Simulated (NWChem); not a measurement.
Molecule: CH$_{7}$Si$_{2}$, doublet; SMILES [SiH3][CH][SiH3]

Program: NWChem. Spin-unrestricted. In the optimisation the excess spin sits in b (C2, its own frame). Structure relaxed at the B3LYP/6-31G* (spherical d), spin-unrestricted level. No stability test was run on the SCF state. B3LYP is NWChem's, with the RPA form of VWN correlation. Total energies compare along this basis series because the functional is fixed.

```json
[
 {"level": "B3LYP/3-21G", "basis functions": "49", "energy (Ha)": "-617.9612", "highest occupied level (eV)": "-6.47", "lowest empty minus highest occupied level, either spin (eV)": "3.69", "dipole (D)": "0.54"},
 {"level": "B3LYP/pcseg-1", "basis functions": "85", "energy (Ha)": "-621.2515", "highest occupied level (eV)": "-6.75", "lowest empty minus highest occupied level, either spin (eV)": "3.53", "dipole (D)": "0.54"},
 {"level": "B3LYP/aug-pcseg-1", "basis functions": "140", "energy (Ha)": "-621.2561", "highest occupied level (eV)": "-6.79", "lowest empty minus highest occupied level, either spin (eV)": "3.51", "dipole (D)": "0.55"},
 {"level": "B3LYP/pcseg-2", "basis functions": "196", "energy (Ha)": "-621.3349", "highest occupied level (eV)": "-6.83", "lowest empty minus highest occupied level, either spin (eV)": "3.52", "dipole (D)": "0.54"},
 {"level": "B3LYP/def2-TZVPP", "basis functions": "213", "energy (Ha)": "-621.3213", "highest occupied level (eV)": "-6.83", "lowest empty minus highest occupied level, either spin (eV)": "3.53", "dipole (D)": "0.56"}
]
```
